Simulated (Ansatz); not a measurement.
Compare A (`C[O][InH][NH2]`) with its isomer B (`[CH3][In]([NH2])[OH]`).

Calculated with Ansatz (gas phase, PBE0-D4/def2-TZVP geometries, no zero-point term in ΔE). CBS: MP2 limit from def2 TZ/QZ plus the TZ coupled-cluster correction, frozen cores. DFT in def2-TZVPP. B3LYP here is the variant with VWN-RPA as its local correlation; programs differ in this. Elements past krypton have def2 core potentials. For In outer-core shells are correlated without core-valence functions, which leaves a few kJ/mol of doubt a bond. Each species was taken in one conformer, which may not be the lowest.

Problem. Which isomer does CCSD(T)/CBS put lower? Give the gap. (Best estimate.)

Solution. The calculation gave: B, by 92.8 kJ/mol.

Problem. Give E(B) − E(A) in kJ/mol with MP2/def2-TZVPP, CCSD(T)/def2-TZVPP, B3LYP-D4, B2PLYP, LDA (SPW92), CCSD/def2-TZVPP, PBE-D4. (An estimate is asked.)

Solution. Ansatz gave: MP2/def2-TZVPP -99.2, CCSD(T)/def2-TZVPP -88.4, B3LYP-D4 -79.7, B2PLYP -87.0, LDA (SPW92) -77.0, CCSD/def2-TZVPP -87.0, PBE-D4 -83.0. None reverses the order clearly.

Problem. Does the order hold for the free energy at 298.15 K (harmonic terms from PBE0-D4)? (An estimate is asked.)

Solution. The calculation gave: Yes: G(B) − G(A) = -91.7 kJ/mol, for one conformer each. Modes under 60 cm⁻¹, often nearly free rotors, make the harmonic entropy too high.

Largest T1 diagnostic: 0.016.

In def2-TZVPP, CCSD(T) changes the Hartree–Fock value by −17.3 kJ/mol (the triples alone add −1.4 kJ/mol) and MP2 by −28.1 kJ/mol. At CCSD(T), def2-SVP lies +27.5 kJ/mol from the extrapolated value and def2-TZVPP +4.4 kJ/mol.
